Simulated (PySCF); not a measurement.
Input file for PySCF: R-M06-2X/def2-TZVPPD on CH3Br (SMILES CBr).

```python
from pyscf import gto, dft

mol = gto.M(
    atom='''
    C     0.26599339   -1.04725861    3.94774135
    Br    1.53544756    0.44174008    3.92642142
    H    -0.46866093   -0.86151406    3.17270199
    H    -0.19369966   -1.07224854    4.92935557
    H     0.82303090   -1.95663552    3.75188295
    ''',
    basis='def2-tzvppd',
    charge=0, spin=0, verbose=4, max_memory=1800)
mf = dft.RKS(mol, xc='m062x').density_fit(auxbasis='def2-universal-jkfit')
mf.grids.level = 4
mf.conv_tol = 1e-9
mf.max_cycle = 150
mf.kernel()
mf.dip_moment()
```

Program output:

```
PySCF version 2.14.0

[INPUT] verbose = 4
[INPUT] num. atoms = 5
[INPUT] num. electrons = 44
[INPUT] charge = 0
[INPUT] spin (= nelec alpha-beta = 2S) = 0
[INPUT] symmetry False subgroup None
[INPUT] Mole.unit = angstrom
[INPUT] Symbol           X                Y                Z      unit          X                Y                Z       unit  Magmom
[INPUT]  1 C      0.265993390000  -1.047258610000   3.947741350000 AA    0.502654658045  -1.979031954493   7.460149962121 Bohr   0.0
[INPUT]  2 Br     1.535447560000   0.441740080000   3.926421420000 AA    2.901575367032   0.834767769443   7.419861133426 Bohr   0.0
[INPUT]  3 H     -0.468660930000  -0.861514060000   3.172701990000 AA   -0.885640802984  -1.628025625862   5.995537835963 Bohr   0.0
[INPUT]  4 H     -0.193699660000  -1.072248540000   4.929355570000 AA   -0.366039307821  -2.026256078065   9.315131997899 Bohr   0.0
[INPUT]  5 H      0.823030900000  -1.956635520000   3.751882950000 AA    1.555302993054  -3.697505258396   7.090031226925 Bohr   0.0

nuclear repulsion = 88.6228915383454
number of shells = 53
number of NR pGTOs = 221
number of NR cGTOs = 145
basis = def2-tzvppd
ecp = {}


******** <class 'pyscf.df.df_jk.DFRKS'> ********
method = DFRKS
initial guess = minao
damping factor = 0
level_shift factor = 0
DIIS = <class 'pyscf.scf.diis.CDIIS'>
diis_start_cycle = 1
diis_space = 8
diis_damp = 0
SCF conv_tol = 1e-09
SCF conv_tol_grad = None
SCF max_cycles = 150
direct_scf = False
XC library pyscf.dft.libxc version 7.1.2
    S. Lehtola, C. Steigemann, M. J. T. Oliveira, and M. A. L. Marques,  SoftwareX 7, 1–5 (2018)
XC functionals = m062x
    Y. Zhao and D. G. Truhlar,  Theor. Chem. Acc. 120, 215 (2008)
    Y. Zhao and D. G. Truhlar,  Theor. Chem. Acc. 120, 215 (2008)
radial grids:
    Treutler-Ahlrichs [JCP 102, 346 (1995); DOI:10.1063/1.469408] (M4) radial grids

becke partition: Becke, JCP 88, 2547 (1988); DOI:10.1063/1.454033
pruning grids: <function nwchem_prune>
grids dens level: 4
symmetrized grids: False
atomic radii adjust function: <function treutler_atomic_radii_adjust>
small_rho_cutoff = 0
Set gradient conv threshold to 3.16228e-05
Initial guess from minao.
tot grids = 105920
******** <class 'pyscf.df.df.DF'> ********
auxbasis = def2-universal-jkfit
init E= -2613.00879404207
  HOMO = -0.334178460857915  LUMO = -0.0425392124524784  gap/eV = 7.93591
cycle= 1 E= -2614.08525015685  delta_E= -1.08  |g|= 0.216  |ddm|= 1.64
  HOMO = -0.325290209478839  LUMO = -0.00209622513488839  gap/eV = 8.79456
cycle= 2 E= -2614.09146608276  delta_E= -0.00622  |g|= 0.132  |ddm|= 0.493
  HOMO = -0.33659902853299  LUMO = 0.0053759504466291  gap/eV = 9.30561
cycle= 3 E= -2614.09504740247  delta_E= -0.00358  |g|= 0.0472  |ddm|= 0.163
  HOMO = -0.338115474932205  LUMO = 0.00343671889533101  gap/eV = 9.29411
cycle= 4 E= -2614.09557349381  delta_E= -0.000526  |g|= 0.0105  |ddm|= 0.0347
  HOMO = -0.33873016275742  LUMO = 0.00400192596172901  gap/eV = 9.32622
cycle= 5 E= -2614.09559358342  delta_E= -2.01e-05  |g|= 0.00141  |ddm|= 0.0113
  HOMO = -0.338266011398422  LUMO = 0.00410810939329966  gap/eV = 9.31647
cycle= 6 E= -2614.09559406187  delta_E= -4.78e-07  |g|= 0.00059  |ddm|= 0.00273
  HOMO = -0.338413865240589  LUMO = 0.00408216585518806  gap/eV = 9.31979
cycle= 7 E= -2614.09559413771  delta_E= -7.58e-08  |g|= 7.3e-05  |ddm|= 0.000645
  HOMO = -0.33841396846467  LUMO = 0.00408662400444729  gap/eV = 9.31992
cycle= 8 E= -2614.09559413996  delta_E= -2.25e-09  |g|= 1.99e-05  |ddm|= 0.000146
  HOMO = -0.338414086832503  LUMO = 0.00408719244167907  gap/eV = 9.31993
cycle= 9 E= -2614.0955941401  delta_E= -1.36e-10  |g|= 3.14e-06  |ddm|= 2.84e-05
  HOMO = -0.338414694404646  LUMO = 0.00408727290614265  gap/eV = 9.31995
Extra cycle  E= -2614.0955941401  delta_E= -6.37e-12  |g|= 1.59e-06  |ddm|= 9.7e-06
converged SCF energy = -2614.0955941401
Dipole moment(X, Y, Z, Debye): -1.27506, -1.49583,  0.02135
```

The calculation finished and met its thresholds.

Cost: about 9 core-seconds (a rough figure).
